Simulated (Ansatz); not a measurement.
**One elementary step**

Start structure (SiNH7F2, closed shell), relaxed at PBE0-D4/def2-TZVP:

```
11
angstrom
Si -0.9729 -0.5978 -0.9803
F 0.0185 0.6408 -1.3603
H -0.2395 -1.8065 -0.5540
H -2.0962 -0.1909 -0.1124
H -1.5510 -0.8918 -2.3226
H 1.1361 0.2224 1.2679
N 0.1382 0.0528 1.3482
H 1.5252 1.1045 -0.7603
F 2.3145 1.2674 -0.2863
H -0.2724 0.8921 1.7409
H -0.0006 -0.6933 2.0192
```

The step: SiH₃F ([F][SiH3]) + NH₃ + HF → SiNH₅ ([NH2][SiH3]) + HF + HF; bonds formed: Si1–N7, F2–H8, H6–F9; bonds broken: Si1–F2, H6–N7, H8–F9. Ansatz 0.2.0; basis: def2-TZVPP and def2-QZVPP; cores frozen in the correlated methods. Extrapolation: Hartree–Fock as exp(−7.88 √X), correlation as X^−2.97. Energies below are by CCSD(T) at an estimated basis limit (MP2 extrapolated from triple and quadruple zeta, plus CCSD(T) − MP2 in triple zeta).

(1) What are the electronic barrier and the energy of the step, from the start structure to the end structure? (Judge from chemistry; the value comes from the calculation.)

T1 diagnostic: at most 0.011.

Answers

(1) Computed: Barrier 0.860 eV; step energy 0.531 eV (uphill); reverse barrier, their difference, 0.328 eV. Barrier and step energy count from the start structure, the reverse barrier from the end structure.

The saddle point: One imaginary mode of 288i cm⁻¹.
```
  pair  start (Å)  saddle (Å)  end (Å)
Si1–N7       2.66        1.85     1.78
 F2–H8       1.69        1.07     0.94
 H6–F9       2.21        1.31     1.00
Si1–F2       1.63        2.30     3.36
 H6–N7       1.02        1.14     1.52
 H8–F9       0.94        1.23     1.60
```

Zero-point energy (harmonic, PBE0-D4): ZPE is 2.115 eV at the start and 2.081 eV at the saddle, so the barrier goes from 0.860 to 0.826 eV.

Labels in which every atom is bracketed show which atoms are joined, not bond orders.

For scale, one of the runs: CCSD(T)/def2-TZVPP, 233 basis functions, launched by `ansatz run in.yaml --threads 4 --pin off --events-out ev --progress --plain --max-ram 9574MiB`. Hardware: 4 CPU threads of an AMD EPYC 9R14, shared host. Wall time 66 s; peak host memory 4.3 GiB.
